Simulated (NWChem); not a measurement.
System: HfN$_{2}$H$_{6}$; SMILES [NH2][HfH2][NH2]

Here is an NWChem input.

```
start job
memory heap 200 mb stack 900 mb global 1100 mb
geometry units angstroms noautoz
  Hf     0.010421     0.065983    -0.264110
  N      1.660304     0.162046     0.894509
  H      2.177362    -0.634697     1.265354
  H      2.132557     1.015348     1.192043
  N     -1.644201     0.076046     0.888366
  H     -2.574051     0.032581     0.468906
  H     -1.754892     0.119716     1.898291
  H     -0.041072    -1.525424    -1.246379
  H     -0.120938     1.556592    -1.386966
end
basis spherical
  * library def2-svp
end
ecp
  Hf library def2-ecp
end
dft
  xc slater pw91lda
  iterations 150
  mulliken
end
task dft energy
```

Coordinates come from a PBE0/def2-SVP optimisation. def2 effective core potentials on Hf; no spin-orbit coupling.

Problem. Give the results of this calculation. (LDA (Slater exchange, PW92)/def2-SVP with def2 effective core potentials on Hf.) Quantities: energy (Ha); highest occupied level (eV); orbital gap (eV); dipole (D).

Solution. 
```
Property                       Value
---------------------------  -------
energy (Ha)                  -160.01
highest occupied level (eV)    -6.01
orbital gap (eV)                4.07
dipole (D)                      2.90
```
